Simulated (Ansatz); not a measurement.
Basis sets compared for In9N9H24, a nanocrystal cut from wurtzite InN (hydrogen-capped). Charge 0, multiplicity 1. Geometry PBE-D4/def2-SVP. Ansatz on 2 threads of AMD EPYC 7R13 on a shared host and a share (18 GiB) of an NVIDIA H100 80GB HBM3; times are rough, and most runs start from earlier orbitals.

```xyz
42

In   -3.608    2.315   -1.025
N    -1.792    3.662   -0.764
N    -2.538    0.413   -0.600
In   -1.093   -0.069   -2.171
In    0.201    2.829   -0.239
N     0.594    1.296   -1.744
N    -0.288   -2.037   -1.655
In    1.088   -2.798   -3.227
In    2.503    0.323   -1.317
N     2.718   -1.250   -2.873
In   -1.899    0.297    1.490
N    -0.133    1.626    1.553
N    -1.035   -1.698    1.737
In    0.530   -2.347    0.351
In    1.738    0.671    2.153
N     2.055   -0.755    0.529
In   -0.471   -2.091    3.852
N     1.219   -0.567    3.924
H    -3.955    2.407   -2.732
H    -4.625    2.716    0.334
H    -1.680    4.208   -1.632
H    -2.028    4.371   -0.053
H    -3.271   -0.314   -0.689
H    -1.656    0.120   -3.809
H     1.377    4.112   -0.108
H     0.749    1.817   -2.624
H    -1.104   -2.673   -1.704
H     0.450   -2.382   -4.797
H     1.806   -4.293   -2.685
H     3.913    1.351   -1.296
H     2.897   -0.774   -3.771
H     3.595   -1.757   -2.680
H    -3.084    0.768    2.678
H    -0.336    2.311    2.302
H    -1.823   -2.347    1.562
H     1.220   -3.917    0.660
H     3.070    1.734    2.526
H     2.932   -1.248    0.771
H    -1.688   -1.416    4.904
H     0.348   -3.628    3.950
H     1.025    0.077    4.706
H     2.075   -1.064    4.216
```

In the def2 sets In takes a core potential; there is no spin–orbit coupling. Single mean-field runs in def2-SVP, def2-TZVP are fitted with def2-universal-jkfit.

Binding counts from free atoms (In doublet, N quartet, H doublet) in the same basis, without a counterpoise term.

```
           level  functions  energy (Eh)  HOMO (eV)  LUMO (eV)  binding per atom (eV)  wall time
 PBE-D4/def2-SVP        480   -2217.7477      -5.87      -1.93                   2.96        7 s
PBE0-D4/def2-SVP        480   -2217.7861      -7.04      -1.07                   2.90        7 s
```

**Question.** Estimate the rows for PBE-D4/def2-TZVP, PBE0-D4/def2-TZVP (with forces).

**Answer.** 
| level | functions | energy (Eh) | HOMO (eV) | LUMO (eV) | binding per atom (eV) | wall time |
| --- | --- | --- | --- | --- | --- | --- |
| PBE-D4/def2-TZVP | 873 | -2218.4129 | -5.93 | -2.20 | 2.97 | 11 s |
| PBE0-D4/def2-TZVP (with forces) | 873 | -2218.4328 | -7.08 | -1.36 | 2.91 | 15 s |
